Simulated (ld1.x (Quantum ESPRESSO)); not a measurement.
**Which change was made? (Tm, RRKJ)**

* Element: thulium (Tm)
* Generator: ld1.x (Quantum ESPRESSO) 7.5
* Type: norm-conserving RRKJ (Kleinman–Bylander form)
* Functional: PBE
* Relativity: scalar-relativistic
* Frozen core: [Kr] 4d10
* Valence charge: 23
* Reference configuration: 4f13 5s2 5p6 5d0.5 6s1.5 6p0
* Partial waves: 5p (bound): rc 2.15 bohr; 5d (bound): rc 2.10 bohr; 4f (bound): rc 1.20 bohr; 5s (bound): rc 1.45 bohr
* Local potential: the s channel
* Core correction: none
* rho0: 0.005

Occupied shells without a wave of their own: 6s. They enter only through the test configuration that unscreens the potential.

Cutoffs, loose and tight: the cutoffs (Ry, on a coarse ladder) from which the occupation-weighted sum of valence levels, in a spherical-Bessel basis at the reference potential, stays within 10 and 1 mRy of its value at 400 Ry. They do not see the model core or the augmentation charge, which bear on the density cutoff. Test errors are all-electron minus pseudo excitation energies from the reference, over the configurations 4f13 5s2 5p6 5d0 6s2 6p0; 4f13 5s2 5p6 5d0 6s1 6p0; 4f13 5s2 5p6 5d0 6s0 6p0; 4f13 5s2 5p6 5d0 6s0 6p1; 4f13 5s2 5p6 5d0 6s1 6p1; 4f12 5s2 5p6 5d0 6s0 6p0; 4f12 5s2 5p6 5d1 6s1 6p0; variants that change the core or the reference have their own tests.

The base gives: outcome: generated; cutoff, loose: 230 Ry; cutoff, tight: 300 Ry; bound ghosts: none; largest test error (meV): no test is counted, since the test run did not reproduce the reference configuration.

(1) After one change the result is: outcome: failed: compute_phi: phi has nodes before r_c. Which change was it?
A. wave 5s (bound): rc 1.45 bohr becomes 5s (bound): rc 2.00 bohr
B. wave 4f (bound): rc 1.20 bohr becomes 4f (bound): rc 1.44 bohr
C. wave 5p (bound): rc 2.15 bohr becomes 5p (bound): rc 1.40 bohr

Answers

(1) C. The others give: wave 5s (bound): rc 1.45 bohr becomes 5s (bound): rc 2.00 bohr → outcome: failed: the pseudo-atom did not reach self-consistency | wave 4f (bound): rc 1.20 bohr becomes 4f (bound): rc 1.44 bohr → outcome: generated; cutoff, loose: 160 Ry; cutoff, tight: 230 Ry; bound ghosts: none; largest test error (meV): no test is counted, since the test run did not reproduce the reference configuration.
